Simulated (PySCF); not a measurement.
**Steps of a relaxation of OsO3F2**

OsO3F2 (singlet). PySCF 2.14.0, RKS B3LYP, Os def2-SVP with ECP60, O def2-SVP, F def2-SVP; non-relativistic Hamiltonian with scalar-relativistic core potentials where named; density fitting; no spin-orbit coupling. Origin of the start: template. Columns: position (Å) and force (eV/Å). Energies are counted from the last step; some of the 15 steps are shown. Forces carry noise of the integration grid, about 0.01 to 0.03 eV/Å.

Run from Python with OMP_NUM_THREADS=2. Where DIIS fails, smearing, a level shift and second-order steps follow.
It took 75 s on 2 threads of Intel(R) Xeon(R) Platinum 8259CL CPU @ 2.50GHz (Skylake/Cascade Lake) (shared host), from the converged density of the start.

```xyz
6
step 0  E = 13.674 eV
Os    0.0309    0.0000    0.0000   -13.04    0.00    0.00
O     0.0309    0.0000    1.4652    -2.37    0.00   36.14
O     0.0309    0.0000   -1.4652    -2.37    0.00  -36.14
O     1.4961    0.0000    0.0000    27.31    0.00    0.00
F    -0.8119    1.4598    0.0000    -4.77    9.13    0.00
F    -0.8119   -1.4598    0.0000    -4.77   -9.13    0.00
```

```xyz
6
step 5  E = 1.028 eV
Os    0.0861    0.0000    0.0000    -0.16    0.00    0.00
O    -0.2796    0.0000    1.7345    -0.07    0.00   -1.90
O    -0.2796    0.0000   -1.7345    -0.07    0.00    1.90
O     1.7844    0.0000    0.0000    -0.89    0.00    0.00
F    -0.6732    1.7322    0.0000     0.59   -0.30    0.00
F    -0.6732   -1.7322    0.0000     0.59    0.30    0.00
```

```xyz
6
step 9  E = 0.029 eV
Os   -0.0149    0.0000    0.0000     0.35    0.00    0.00
O    -0.8202    0.0000    1.4886    -0.51    0.00    0.51
O    -0.8202    0.0000   -1.4886    -0.51    0.00   -0.51
O     1.6750    0.0000    0.0000     0.70    0.00    0.00
F    -0.0273    1.9010    0.0000    -0.02   -0.37    0.00
F    -0.0273   -1.9010    0.0000    -0.02    0.37    0.00
```

Q: Where does the relaxation end?

A: It converges at step 14 in D3h:
```xyz
6
step 14  E = 0
Os   -0.0056    0.0000    0.0000
O    -0.8590    0.0000    1.4744
O    -0.8590    0.0000   -1.4744
O     1.6981    0.0000    0.0000
F    -0.0047    1.8861    0.0000
F    -0.0047   -1.8861    0.0000
```

Q: How did the contacts change?

A: 
| contact | start (Å) | end (Å) |
| --- | --- | --- |
| Os1–O2 (O) | 1.465 | 1.704 |
| Os1–O3 (O) | 1.465 | 1.704 |
| Os1–O4 (O) | 1.465 | 1.704 |
| Os1–F5 (F) | 1.686 | 1.886 |
| Os1–F6 (F) | 1.686 | 1.886 |
